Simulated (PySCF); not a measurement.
Cd⁺ (cadmium, charge +1) across methods

[Kr] 4d10 5p1, 2P determinant (an excited configuration). Calculation: PySCF 2.14, in def2-TZVPPD with the def2 core potential (28 electrons); scalar relativity through the core potential.

```csv
method,E (hartree),mean ε 4d α (eV),mean ε 4d β (eV),mean ε 5p α (eV),Σ⟨r²⟩ (bohr²),⟨S²⟩
PBE0,-167.2416,-24.281,-24.179,-9.252,40.88,0.752
r2SCAN0,-167.2664,-24.541,-24.458,-9.347,40.73,0.752
CAM-B3LYP,-167.2069,-25.756,-25.669,-10.227,40.84,0.752
UHF,-166.42242,-30.025,-29.976,-10.427,42.05,0.753
LDA,-166.9251,-22.280,-22.165,-8.777,40.70,0.751
r2SCAN,-167.2953,-22.391,-22.296,-8.817,40.60,0.753
PBE,-167.2414,-22.056,-21.940,-8.690,40.80,0.751
TPSSh,-167.1797,-22.881,-22.770,-8.850,40.81,0.752
TPSS,-167.1727,-21.986,-21.869,-8.625,40.77,0.752
```

Energies and moments cover only the electrons outside the core potential.
